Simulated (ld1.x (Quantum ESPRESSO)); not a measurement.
## An all-electron radial function and its pseudo partner (chromium)

Columns: radius, all-electron u(r) and pseudo u(r) of the 4p shell (level -2.13 eV) of chromium in the configuration [Ar] 3d5 4s0.75 4p0; PBE, scalar-relativistic, RRKJ scheme, ld1.x (Quantum ESPRESSO) 7.5.

```
r (bohr)  all-electron  pseudo
   0.200        0.0875  0.0028
   0.400       -0.0628  0.0115
   0.600       -0.1610  0.0262
   0.800       -0.1604  0.0473
   1.000       -0.1014  0.0749
   1.200       -0.0194  0.1088
   1.400        0.0660  0.1484
   1.600        0.1459  0.1923
   1.800        0.2169  0.2387
   2.000        0.2781  0.2854
   2.200        0.3296  0.3302
   2.400        0.3721  0.3710
   2.600        0.4063  0.4059
   2.800        0.4330  0.4339
   3.000        0.4529  0.4548
   3.200        0.4667  0.4688
   3.400        0.4753  0.4768
   3.600        0.4793  0.4800
   3.800        0.4794  0.4796
   4.000        0.4761  0.4761
   4.200        0.4701  0.4701
   4.400        0.4619  0.4619
   4.600        0.4518  0.4518
   4.800        0.4403  0.4403
   5.000        0.4276  0.4276
   5.200        0.4140  0.4140
```

**Question.** How many radial nodes do the two functions have?

**Answer.** The all-electron 4p function has n − l − 1 = 2; the pseudo-wave has 0, since the states of the same l below it are removed with the core.

**Question.** At about which radius was the pseudo-wave matched?

**Answer.** 4.00 bohr, where the columns begin to agree (steps of 0.20 bohr).

**Question.** Is the pseudo-wave norm-conserving?

**Answer.** Yes: the RRKJ scheme keeps the norm inside the radius equal to the all-electron one, which fixes the energy derivative of the logarithmic derivative at the level.
